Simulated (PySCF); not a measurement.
**UHF on N (nitrogen, neutral)**

Configuration: [He] 2s2 2p3, high-spin 4S determinant. Calculation: PySCF 2.14, in x2c-QZVPPall (7s4p3d2f1g, 57 functions); the spin-free X2C one-electron Hamiltonian (Gaussian nucleus).

```
Total energy                        : -54.433700 hartree
One-electron energy                 : -73.9982 hartree
Hartree (Coulomb) energy            : 26.1777 hartree
Exchange energy                     : -6.6132 hartree
⟨S²⟩                                : 3.7575
⟨L²⟩                                : 0.000
Sum of ⟨r⟩                          : 7.342 bohr
Sum of ⟨r²⟩                         : 12.06 bohr²
Langevin diamagnetic susceptibility : -9.55 ×10⁻⁶ cm³/mol
```

| shell | electrons | mean orbital energy (eV) | rms radius, mean of both spins (bohr) |
| --- | --- | --- | --- |
| 1s α | 1 | -426.63 | 0.265 |
| 1s β | 1 | -424.20 | 0.265 |
| 2s α | 1 | -31.666 | 1.48 |
| 2s β | 1 | -19.779 | 1.48 |
| 2p α | 3 | -15.521 | 1.59 |

Spin-orbit constants ζ (cm⁻¹) from the X2C one-electron operator on these orbitals: bare nucleus, nucleus screened by l(l+1)(2l+1)/3 electrons, and screened by the Breit-Pauli mean field of the electrons.

```csv
shell,bare,screened nucleus,mean field
2p,127.9,91.36,76.24
```
